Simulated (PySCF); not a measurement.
CH5FSSi (SMILES CS[SiH2]F), singlet, at a GFN2-xTB geometry; LC-WPBE/6-31G, TDA (PySCF).

Here is a job for PySCF.
```python
from pyscf import gto, scf, dft, tdscf

mol = gto.Mole()
mol.atom = '''
    Si    1.14901986   -0.09535556   -0.12110859
    F     0.85171106    0.65303424   -1.51517779
    S    -0.61044012    0.04217705    1.07871691
    C    -1.86987129   -0.45780547   -0.14381918
    H     1.41003109   -1.46377320   -0.52455972
    H     2.18410401    0.64251902    0.55896347
    H    -2.83452542   -0.33299352    0.33586940
    H    -1.80227425    0.18182248   -1.01769940
    H    -1.72274352   -1.49790522   -0.41700882
'''
mol.basis = '6-31g'
mol.verbose = 4
mol.build()

mf = dft.RKS(mol)
mf.xc = 'lc_wpbe'
mf.kernel()
td = mf.TDA()
td.nstates = 5
td.kernel()
td.analyze()
```

Problem. What does PySCF print? Leave out banner, timings and long lists.

Solution. 
```
PySCF version 2.14.0

[INPUT] verbose = 4
[INPUT] num. atoms = 9
[INPUT] num. electrons = 50
[INPUT] charge = 0
[INPUT] spin (= nelec alpha-beta = 2S) = 0
[INPUT] symmetry False subgroup None
[INPUT] Mole.unit = angstrom
[INPUT] Symbol           X                Y                Z      unit          X                Y                Z       unit  Magmom
[...]
nuclear repulsion = 226.853320081003
number of shells = 34
number of NR pGTOs = 156
number of NR cGTOs = 54
basis = 6-31g
ecp = {}

******** <class 'pyscf.dft.rks.RKS'> ********
method = RKS
initial guess = minao
damping factor = 0
level_shift factor = 0
DIIS = <class 'pyscf.scf.diis.CDIIS'>
diis_start_cycle = 1
diis_space = 8
diis_damp = 0
SCF conv_tol = 1e-09
SCF conv_tol_grad = None
SCF max_cycles = 50
direct_scf = True
direct_scf_tol = 1e-13
XC library pyscf.dft.libxc version 7.1.2
    S. Lehtola, C. Steigemann, M. J. T. Oliveira, and M. A. L. Marques,  SoftwareX 7, 1–5 (2018)
XC functionals = lc_wpbe
    O. A. Vydrov and G. E. Scuseria,  J. Chem. Phys. 125, 234109 (2006)
radial grids:
    Treutler-Ahlrichs [JCP 102, 346 (1995); DOI:10.1063/1.469408] (M4) radial grids

becke partition: Becke, JCP 88, 2547 (1988); DOI:10.1063/1.454033
pruning grids: <function nwchem_prune>
grids dens level: 3
symmetrized grids: False
atomic radii adjust function: <function treutler_atomic_radii_adjust>
small_rho_cutoff = 0
Set gradient conv threshold to 3.16228e-05
Initial guess from minao.
tot grids = 115480
init E= -828.51915318818
[...]
cycle= 1 E= -828.184924381115  delta_E= 0.334  |g|= 0.593  |ddm|= 2.59
[...]
cycle= 2 E= -828.20503382155  delta_E= -0.0201  |g|= 0.637  |ddm|= 1.19
[...]
cycle= 3 E= -828.267595950466  delta_E= -0.0626  |g|= 0.0445  |ddm|= 0.474
[...]
cycle= 4 E= -828.268192711669  delta_E= -0.000597  |g|= 0.0175  |ddm|= 0.0888
[...]
cycle= 5 E= -828.268301167736  delta_E= -0.000108  |g|= 0.00367  |ddm|= 0.0339
[...]
cycle= 6 E= -828.26830675842  delta_E= -5.59e-06  |g|= 0.00113  |ddm|= 0.00812
[...]
cycle= 7 E= -828.268307155448  delta_E= -3.97e-07  |g|= 0.000328  |ddm|= 0.00268
[...]
cycle= 8 E= -828.268307237505  delta_E= -8.21e-08  |g|= 7.11e-05  |ddm|= 0.000998
[...]
cycle= 9 E= -828.268307244679  delta_E= -7.17e-09  |g|= 1.55e-05  |ddm|= 0.000391
[...]
cycle= 10 E= -828.268307244981  delta_E= -3.02e-10  |g|= 2.81e-06  |ddm|= 8.53e-05
[...]
Extra cycle  E= -828.26830724499  delta_E= -9.55e-12  |g|= 1.37e-06  |ddm|= 1.16e-05
converged SCF energy = -828.26830724499

******** <class 'pyscf.tdscf.rks.TDA'> for <class 'pyscf.dft.rks.RKS'> ********
nstates = 5 singlet
deg_eia_thresh = 1.000e-03
wfnsym = None
conv_tol = 1e-05
eigh lindep = 1e-12
eigh level_shift = 0
eigh max_cycle = 100

Excitation energies (eV)
[6.6496634  7.03549458 7.99927925 8.04998119 9.06682618]

** Singlet excitation energies and oscillator strengths **
Excited State   1:      6.64966 eV    186.45 nm  f=0.0090
      25 -> 26       -0.53057
      25 -> 27       -0.32413
      25 -> 28       -0.31029
Excited State   2:      7.03549 eV    176.23 nm  f=0.0161
      25 -> 26       -0.37328
      25 -> 27        0.56416
      25 -> 29        0.14404
Excited State   3:      7.99928 eV    154.99 nm  f=0.0079
      24 -> 26       -0.30739
      24 -> 27        0.14769
      25 -> 26        0.20207
      25 -> 27        0.17759
      25 -> 28       -0.52830
      25 -> 30       -0.10708
Excited State   4:      8.04998 eV    154.02 nm  f=0.0167
      24 -> 26        0.60719
      24 -> 27        0.11062
      24 -> 28        0.13059
      25 -> 28       -0.25513
Excited State   5:      9.06683 eV    136.74 nm  f=0.0632
      22 -> 26       -0.18142
      23 -> 26        0.55906
      24 -> 27        0.33368

** Transition electric dipole moments (AU) **
state          X           Y           Z        Dip. S.      Osc.
  1         0.1339      0.1195     -0.1509      0.0550      0.0090
  2         0.2281     -0.2013     -0.0295      0.0934      0.0161
  3        -0.1474     -0.0194     -0.1346      0.0402      0.0079
  4        -0.0190      0.1178      0.2653      0.0846      0.0167
  5         0.3156     -0.1182     -0.4136      0.2846      0.0632

** Transition velocity dipole moments (imaginary part, AU) **
state          X           Y           Z        Dip. S.      Osc.
  1        -0.0084     -0.0130     -0.0048      0.0003      0.0007
  2         0.0320     -0.0782      0.0168      0.0074      0.0191
  3         0.0193     -0.0517     -0.0600      0.0066      0.0151
  4         0.0308      0.0051      0.0969      0.0104      0.0233
  5         0.1123      0.0152     -0.0869      0.0204      0.0408

** Transition magnetic dipole moments (imaginary part, AU) **
state          X           Y           Z
  1         0.0325     -0.2240     -0.3529
  2        -0.2400      0.0429      0.1353
  3         0.0772      0.0542     -0.5228
  4         0.6461      0.1831      0.1446
  5        -0.8602      0.1990      0.2210
```
